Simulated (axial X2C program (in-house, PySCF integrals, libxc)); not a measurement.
PSe: from the spin-free to the two-component result

All values were computed with an in-house all-electron X2C program for linear molecules (integrals from PySCF). Spin-free means the one-electron spin-free X2C Hamiltonian; two-component (2c) means X2C with spin–orbit coupling and atomic mean-field two-electron Coulomb and Gaunt terms, so the difference of the two also holds small scalar two-electron terms. Basis: Se dyall-v3z [8s9p6d1f], P dyall-v3z [8s7p2d1f] (cores contracted in-house); Gaussian nuclei, density fitting, unrestricted open shells. Masses: Se 79.917 u, P 30.974 u.

Spin-free state: M_S = 1/2, Λ = 1 (beyond evenly filled blocks: π+α); fragments Se + P.

| level | Re (Å) | ωe (cm⁻¹) | De (eV) | μ (D) |
| --- | --- | --- | --- | --- |
| LDA | 2.039 | 566.2 | 5.060 | 0.06 |

Dipoles are positive if P is the positive end.

(1) Within this multiplet, which Ω should lie lowest by the rule for regular and inverted multiplets?

Two-component determinant lowest at the distance of the search:

Ω = 1/2 (⟨Sz⟩ = -0.50, ⟨Lz⟩ = 1.00 at LDA); fragments Se + P.

| level | Re (Å) | ωe (cm⁻¹) | De (eV) | μ (D) |
| --- | --- | --- | --- | --- |
| LDA | 2.040 | 564.6 | 4.982 | 0.02 |

(2) From the two tables, how do the constants change at the LDA level (2c against spin-free)?

Occupations by symmetry block were frozen at the best pattern of an incomplete PBE0 search. De is counted from the lowest determinant-based energies of the atoms at the same level, without counterpoise correction. Density functionals use the spin component along the axis (collinear). Without a current term, density functionals place determinants with orbital angular momentum somewhat too high.

Answers

(1) The open π shell holds one electron, so the multiplet is regular: Ω = Λ − 1/2 = 1/2. The PBE0 2c search agrees.

(2) At the LDA level Re rises by 0.001 Å and ωe falls by 1.6 cm⁻¹; De changes by -0.078 eV.
